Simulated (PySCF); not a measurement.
# Ionisation energy of Ar⁺ by level of theory

Ar⁺ [Ne] 3s2 3p5 (2P) → Ar²⁺ [Ne] 3s2 3p4 (3P), as a difference of total energies. Computed with PySCF 2.14 in aug-cc-pwCVDZ (6s5p3d, 36 functions), with no relativity, point nucleus. Correlated levels: valence and next inner shell: 1s2 frozen. The calculations carry no spin-orbit coupling.

| method | ionisation energy (eV) |
| --- | --- |
| UHF | 26.391 |
| MP2 (valence and next inner shell) | 27.167 |
| SCS-MP2 (valence and next inner shell) | 27.130 |
| CCSD (valence and next inner shell) | 27.086 |
| CCSD(T) (valence and next inner shell) | 27.104 |

A first-order spin-orbit estimate (lowest level to lowest level, LS coupling) adds -0.006 eV.

Errors of the correlated levels include the incompleteness of this basis and the frozen core.

Task: Which method comes closest to the reference value, and which is furthest?

Result: The reference is 27.630 eV (measured; NIST Atomic Spectra Database, ionization energies). Closest: MP2 (valence and next inner shell) (error -0.469 eV); furthest: UHF (error -1.245 eV), both after the spin-orbit estimate.
